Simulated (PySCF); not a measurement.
# Hg³⁵⁺: fine-structure interval

Hg³⁵⁺ [Kr] 4d9 [4d3/2^4 4d5/2^5, M_J = 5/2] → Hg³⁵⁺ [Kr] 4d9 [4d3/2^3 4d5/2^6, M_J = 3/2], as a difference of total energies. Calculation: PySCF 2.14, in an even-tempered Gaussian basis (17 s from 3.7 bohr⁻², ratio 2.8; 14 p from 4.8 bohr⁻², ratio 2.8; 9 d from 4.8 bohr⁻², ratio 2.8; 3 f from 22 bohr⁻², ratio 3); the two-component X2C-1e Hamiltonian. Correlated levels: [Ar] 3d10 frozen; the 92 highest virtual spinors dropped. "Screened" scales the spin-orbit matrix elements by Boettger's factors to mimic the two-electron term; Breit and QED terms are absent.

```csv
method,fine-structure interval (cm⁻¹)
GHF (screened spin-orbit),213530
GMP2 (screened spin-orbit),214070
GHF (bare spin-orbit),244380
```
